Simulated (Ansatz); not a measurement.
Ideal-gas functions of `C[S][Al]([F])[F]` at 298.15 K and 1 bar, from an Ansatz frequency run at PBE0-D4/def2-TZVP.

Molar mass 112.08 g/mol, point group Cs (symmetry number 1), electronic degeneracy 1, moments of inertia 101.059, 243.32, 341.189 u Å². Harmonic wavenumbers (cm⁻¹, unscaled): 44, 86, 125, 215, 245, 253, 489, 715, 811, 931, 979, 991, 1357, 1472, 1478, 3078, 3170, 3178.

Use S(trans) = R[1.5 ln M + 2.5 ln T − 1.1517]; rotational temperatures θ = 24.2544 K / I; S(rot) = R[ln(√π/σ · √(T³/θAθBθC)) + 1.5]; for each mode x = 1.438777 ν̃/T, S = R[x/(eˣ − 1) − ln(1 − e⁻ˣ)] and H = RT x/(eˣ − 1); 1 cm⁻¹ = 0.0119627 kJ/mol; R = 8.31446 J/(mol·K).

**Question.** By hand: the entropy, in J/(mol·K).

**Answer.** Translation 167.7. Rotation: θ = 0.24, 0.0997, 0.0711 K, giving 114.8. Vibration, mode by mode: 21.21, 15.69, 12.64, 8.37, 7.39, 7.15, 2.87, 1.21, 0.83, 0.52, 0.43, 0.41, 0.09, 0.06, 0.05, 0.00, 0.00, 0.00, in all 78.9. Electronic 0.0. Sum 361.4 J/(mol·K).

**Question.** By hand: H − E and G − E in kJ/mol, counted from the electronic energy.

**Answer.** Zero-point energy ½ × 19617 × 0.0119627 = 117.3; thermal vibration 11.5; translation, rotation and pV give 4 RT = 9.9. H − E = 138.7 kJ/mol, and G − E = 138.7 − 298.15 × 361.4/1000 = 30.9 kJ/mol.

Vibration gives 22 % of the entropy, 49.5 J/(mol·K) of it from the modes under 150 cm⁻¹: soft modes count most, and the harmonic formula is weakest for them. The sum counts one conformer and one mirror image; others add a mixing term.
